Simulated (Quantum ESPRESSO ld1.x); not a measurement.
Input (ld1.x (Quantum ESPRESSO 7.5)):

```
 &input
    zed=76.0,
    iswitch=1,
    rel=2,
    dft='RXC-VWN',
    config='[Xe] 4f14 5d3 6p1',
    rel_dist='energy',
    verbosity='high',
    lsmall=.true.,
    prefix='ld1',
    max_out_wfc=37,
    file_charge='ld1.rho',
 /
```

Command: `OMP_NUM_THREADS=1 ld1.x < ld1.in > ld1.out`

Output (excerpt):

```
     Program LD1 v.7.5 starts

     --------------------------- All-electron run ----------------------------

     dirac relativistic calculation

     atomic number is 76.00
     dft =RXC-VWN   lsd =0 sic =0 latt =0  beta=0.20 tr2=1.0E-14
     Exchange-correlation= RXC-VWN
                           (   3   2   0   0   0   0   0)
     mesh =2117 r(mesh) =  99.21276 a.u. xmin = -8.00 dx = 0.00800
     1 Ry =  13.60569312 eV, c = 137.03599908

     n l j   nl                  e(Ry)          e(Ha)          e(eV)
     Spin orbit split results
     1 0 0.5 1S 1( 2.00)   -5387.619056344   -2693.809528172 -73302.2915442
     2 0 0.5 2S 1( 2.00)    -941.901670604    -470.950835302 -12815.2250823
     2 1 0.5 2P 1( 2.00)    -902.614474328    -451.307237164 -12280.6955461
     2 1 1.5 2P 1( 4.00)    -791.526034646    -395.763017323 -10769.2603263
     3 0 0.5 3S 1( 2.00)    -222.150577708    -111.075288854  -3022.5125874
     3 1 0.5 3P 1( 2.00)    -204.465150148    -102.232575074  -2781.8900873
     3 1 1.5 3P 1( 4.00)    -180.214347795     -90.107173898  -2451.9411125
     4 0 0.5 4S 1( 2.00)     -49.774807678     -24.887403839   -677.2207585
     4 1 0.5 4P 1( 2.00)     -42.334970781     -21.167485391   -575.9966208
     4 1 1.5 4P 1( 4.00)     -36.617903253     -18.308951626   -498.2119545
     3 2 1.5 3D 1( 4.00)    -150.451953436     -75.225976718  -2047.0031082
     3 2 2.5 3D 1( 6.00)    -145.168537023     -72.584268511  -1975.1185658
     5 0 0.5 5S 1( 2.00)     -10.379332182      -5.189666091   -141.2180085
     5 1 0.5 5P 1( 2.00)      -8.036818412      -4.018409206   -109.3464850
     5 1 1.5 5P 1( 4.00)      -7.094670968      -3.547335484    -96.5279160
     4 2 1.5 4D 1( 4.00)     -24.363788431     -12.181894215   -331.4862287
     4 2 2.5 4D 1( 6.00)     -23.299242926     -11.649621463   -317.0023493
     4 3 2.5 4F 1( 6.00)      -7.711216226      -3.855608113   -104.9164416
     4 3 3.5 4F 1( 8.00)      -7.504044641      -3.752022321   -102.0977286
     5 2 1.5 5D 1( 3.00)      -3.884710618      -1.942355309    -52.8541805
     5 2 2.5 5D 1( 0.00)      -3.775398387      -1.887699193    -51.3669119
     6 1 0.5 6P 1( 1.00)      -2.576479514      -1.288239757    -35.0547896
     6 1 1.5 6P 1( 0.00)      -2.403750882      -1.201875441    -32.7046968
     Averaged results
     1 0     1S 1( 2.00)   -5387.619056344   -2693.809528172 -73302.2915442
     2 0     2S 1( 2.00)    -941.901670604    -470.950835302 -12815.2250823
     2 1     2P 1( 6.00)    -828.555514540    -414.277757270 -11273.0720662
     3 0     3S 1( 2.00)    -222.150577708    -111.075288854  -3022.5125874
     3 1     3P 1( 6.00)    -188.297948579     -94.148974290  -2561.9241041
     4 0     4S 1( 2.00)     -49.774807678     -24.887403839   -677.2207585
     4 1     4P 1( 6.00)     -38.523592429     -19.261796215   -524.1401766
     3 2     3D 1(10.00)    -147.281903588     -73.640951794  -2003.8723828
     5 0     5S 1( 2.00)     -10.379332182      -5.189666091   -141.2180085
     5 1     5P 1( 6.00)      -7.408720116      -3.704360058   -100.8007723
     4 2     4D 1(10.00)     -23.725061128     -11.862530564   -322.7959010
     4 3     4F 1(14.00)      -7.592832463      -3.796416232   -103.3057484
     5 2     5D 1( 3.00)      -3.819123279      -1.909561640    -51.9618193
     6 1     6P 1( 1.00)      -2.461327093      -1.230663546    -33.4880611

     final scf error:  7.2E-15 reached in  46 iterations

     Etot =  -34467.585105 Ry,  -17233.792553 Ha, -468955.385632 eV

     Ekin =   38987.938057 Ry,   19493.969029 Ha,  530457.920705 eV
     Encl =  -86063.397747 Ry,  -43031.698874 Ha,-1170952.178870 eV
     Eh   =   13197.207082 Ry,    6598.603541 Ha,  179557.149636 eV
     Exc  =    -589.332497 Ry,    -294.666249 Ha,   -8018.277102 eV

     normalization and overlap integrals

     s(1S/1S) =  1.000000  <r> =   0.0178  <r2> =    0.0004  r(max) =   0.0111
     LC norm =  0.91797674 + SC norm =  0.08202326 =  1.00000000
     s(2S/2S) =  1.000000  <r> =   0.0745  <r2> =    0.0066  r(max) =   0.0636
     LC norm =  0.98131336 + SC norm =  0.01868664 =  1.00000000
     s(2P/2P) =  1.000000  <r> =   0.0615  <r2> =    0.0047  r(max) =   0.0477
     LC norm =  0.98123755 + SC norm =  0.01876245 =  1.00000000
     s(2P/2P) =  1.000000  <r> =   0.0697  <r2> =    0.0059  r(max) =   0.0542
     LC norm =  0.98314816 + SC norm =  0.01685184 =  1.00000000
     s(3S/3S) =  1.000000  <r> =   0.1940  <r2> =    0.0432  r(max) =   0.1800
     LC norm =  0.99380899 + SC norm =  0.00619101 =  1.00000000
     s(3P/3P) =  1.000000  <r> =   0.1840  <r2> =    0.0395  r(max) =   0.1675
     LC norm =  0.99385972 + SC norm =  0.00614028 =  1.00000000
     s(3P/3P) =  1.000000  <r> =   0.1991  <r2> =    0.0460  r(max) =   0.1829
     LC norm =  0.99441423 + SC norm =  0.00558577 =  1.00000000
     s(4S/4S) =  1.000000  <r> =   0.4330  <r2> =    0.2119  r(max) =   0.4071
     LC norm =  0.99793128 + SC norm =  0.00206872 =  1.00000000
     s(4P/4P) =  1.000000  <r> =   0.4367  <r2> =    0.2173  r(max) =   0.4038
     LC norm =  0.99802140 + SC norm =  0.00197860 =  1.00000000
     s(4P/4P) =  1.000000  <r> =   0.4704  <r2> =    0.2518  r(max) =   0.4340
     LC norm =  0.99823847 + SC norm =  0.00176153 =  1.00000000
     s(3D/3D) =  1.000000  <r> =   0.1737  <r2> =    0.0354  r(max) =   0.1427
     LC norm =  0.99451799 + SC norm =  0.00548201 =  1.00000000
     s(3D/3D) =  1.000000  <r> =   0.1783  <r2> =    0.0372  r(max) =   0.1462
     LC norm =  0.99467054 + SC norm =  0.00532946 =  1.00000000
     s(5S/5S) =  1.000000  <r> =   0.9987  <r2> =    1.1181  r(max) =   0.9133
     LC norm =  0.99950105 + SC norm =  0.00049895 =  1.00000000
     s(5P/5P) =  1.000000  <r> =   1.0808  <r2> =    1.3168  r(max) =   0.9736
     LC norm =  0.99957482 + SC norm =  0.00042518 =  1.00000000
     s(5P/5P) =  1.000000  <r> =   1.1701  <r2> =    1.5424  r(max) =   1.0463
     LC norm =  0.99963187 + SC norm =  0.00036813 =  1.00000000
     s(4D/4D) =  1.000000  <r> =   0.4830  <r2> =    0.2703  r(max) =   0.4305
     LC norm =  0.99843133 + SC norm =  0.00156867 =  1.00000000
     s(4D/4D) =  1.000000  <r> =   0.4943  <r2> =    0.2830  r(max) =   0.4410
     LC norm =  0.99848854 + SC norm =  0.00151146 =  1.00000000
     s(4F/4F) =  1.000000  <r> =   0.5500  <r2> =    0.3718  r(max) =   0.4038
     LC norm =  0.99887286 + SC norm =  0.00112714 =  1.00000000
     s(4F/4F) =  1.000000  <r> =   0.5579  <r2> =    0.3827  r(max) =   0.4071
     LC norm =  0.99889654 + SC norm =  0.00110346 =  1.00000000
     s(5D/5D) =  1.000000  <r> =   1.4877  <r2> =    2.5318  r(max) =   1.2678
     LC norm =  0.99977379 + SC norm =  0.00022621 =  1.00000000
     s(5D/5D) =  1.000000  <r> =   1.5239  <r2> =    2.6554  r(max) =   1.2986
     LC norm =  0.99978387 + SC norm =  0.00021613 =  1.00000000
     s(6P/6P) =  1.000000  <r> =   2.5679  <r2> =    7.3416  r(max) =   2.3852
     LC norm =  0.99990728 + SC norm =  0.00009272 =  1.00000000
     s(6P/6P) =  1.000000  <r> =   2.7292  <r2> =    8.2870  r(max) =   2.5428
     LC norm =  0.99991544 + SC norm =  0.00008456 =  1.00000000

     LC charge = 71.54257067 + SC charge =  0.45742933 = 72.00000000

     ------------------------ End of All-electron run ------------------------
```

Run on one thread of a shared host, so times are rough (Intel(R) Xeon(R) Processor @ 2.60GHz): 0.83 s of CPU time, 0.87 s wall, 46 iterations on 2117 mesh points.
